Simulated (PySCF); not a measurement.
From results back to the method.

Species: C4H14GaN.
Atom-mapped SMILES: `[CH3:1][CH2:2][CH2:3][N@H+:4]([CH3:5])[GaH3-:6]` (hydrogens: H7, H8, H9 on C1; H10, H11 on C2; H12, H13 on C3; H14 on N4; H15, H16, H17 on C5; H18, H19, H20 on Ga6)

The closed-shell ground state was solved 3 times with PySCF (density fitting, gas phase), always in the def2-SVPD basis (250 functions), with these functionals: CAM-B3LYP, LC-wPBE and wB97X-D. One conformer (not necessarily the lowest) at the PBE0-D3(BJ)/def2-SVP geometry, without solvent, vibrations or thermal averaging. Relativistic effects, spin–orbit coupling among them, are left out although an element past zinc is present.

```
row  total energy (Eh)  HOMO (eV)  LUMO (eV)  dipole (D)
  P         -2140.0534      -8.73       0.81        4.86
  Q         -2139.6991     -10.10       1.79        4.90
  R         -2140.0599      -9.23       1.73        4.89
```

Which functional belongs to which row?

P = CAM-B3LYP, Q = LC-wPBE, R = wB97X-D. By rising HOMO–LUMO gap: CAM-B3LYP (range-separated hybrid) 9.54 eV; wB97X-D (range-separated hybrid) 10.96 eV; LC-wPBE (range-separated hybrid) 11.89 eV. Total energies of different functionals aren't bounds to one another; each is stationary for its own functional.

Shape of the structure used: `[CH3:1][CH2:2][CH2:3][N@H+:4]([CH3:5])[GaH3-:6]`: C1–C2–C3–N4 180°, C2–C3–N4–C5 -171°.

wB97X-D is run here without its empirical dispersion term; that term would change no orbital, density or response property at a fixed geometry.
